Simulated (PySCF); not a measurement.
Structure problem from calculated spectra and properties.

Elements present: C, H, N, P and Si. Monoisotopic mass: 170.0429 u.

* 13C NMR: chemical shifts (computed TMS as zero) by class: 170.3 (1 C), 155.2 (1 C), 140.1 (1 C), 134.1 (1 C), 128.3 (1 C), 32.3 (1 C) ppm [GIAO PBE0/pcSseg-1]
* Rotational structure: rotational constants A, B, C: 1.724, 0.605, 0.481 GHz [GFN2-xTB]
* Dipole: 1.07 D [PBE0/pcSseg-1]
* 1H NMR: chemical shifts (computed TMS as zero) by class: 9.00 (1 H), 7.85 (1 H), 7.51 (1 H), 7.37 (1 H), 6.18 (1 H), 2.81 (3 H), 1.24 (2 H), 0.61 (1 H) ppm [GIAO PBE0/pcSseg-1]
* NMR, other nuclei: isotropic shieldings of nuclei other than C and H, by class: -103 (1 N), 246 (1 N), 372 (1 Si), 615 (1 P) ppm [GIAO PBE0/pcSseg-1]

Electronic properties: PySCF, gas phase, density fitting. Levels stand in brackets. The structure is a single GFN2-xTB conformer in the gas phase; no vibrational or solvent corrections. NMR values are class means; diastereotopic atoms form classes of their own.

Problem. Which formula fits the mass and the elements?

Solution. C6H11N2PSi (calculated 170.0429). No other formula that holds each of these elements comes within 0.0003 u with a fitting electron parity and a possible valence count.

Problem. What is the compound? Reason from the data.

Solution. Numbering: `[CH3:1][NH:2][Si@H:3]([PH2:4])[c:5]1[cH:6][cH:7][cH:8][cH:9][n:10]1`. 6 carbons fall into 6 classes; from least to most shielded: substituted aromatic carbon [C5] (170.3 ppm), aromatic CH next to a ring nitrogen [C9] (155.2 ppm), aromatic CH carbon [C7] (140.1 ppm), aromatic CH carbon [C6] (134.1 ppm), aromatic CH carbon [C8] (128.3 ppm), N-methyl carbon [C1] (32.3 ppm). Hydrogen classes from least to most shielded: 1 H on an aromatic CH next to a ring nitrogen, C9 (9.00 ppm), 1 H on an aromatic CH carbon, C7 (7.85 ppm), 1 H on an aromatic CH carbon, C6 (7.51 ppm), 1 H on an aromatic CH carbon, C8 (7.37 ppm), 1 H on an SiH silicon, Si3 (6.18 ppm), 3 H on an N-methyl carbon, C1 (2.81 ppm, a mean of values up to 0.6 ppm apart in this geometry), 2 H on a three-coordinate phosphorus, P4 (1.24 ppm), 1 H on a silicon-bound nitrogen, N2 (0.61 ppm). The other shieldings belong to: -103 ppm, pyridine-type nitrogen [N10]; 246 ppm, silicon-bound nitrogen [N2]; 372 ppm, SiH silicon [Si3]; 615 ppm, three-coordinate phosphorus [P4]. The optimised geometry has point group C1 and is an asymmetric top. Structure: `n1ccccc1[Si@@H](P)NC`. Computed isomers that give other values at the same levels: `NP(C[SiH3])c1ccccn1` (13C chemical shifts (computed TMS as zero) by class: 178.6 (1 C), 147.3 (1 C), 142.0 (1 C), 133.3 (1 C), 127.0 (1 C), 22.3 (1 C) ppm). The assignments are read from this structure; whether some other isomer fits the data as well wasn't checked. The mirror image fits equally.

Conformer computed: `[CH3:1][NH:2][Si@H:3]([PH2:4])[c:5]1[cH:6][cH:7][cH:8][cH:9][n:10]1`: C1–N2–Si3–P4 -52°, N2–Si3–C5–C6 118°, H–P4–Si3–N2 176°, H–P4–Si3–N2 84°.
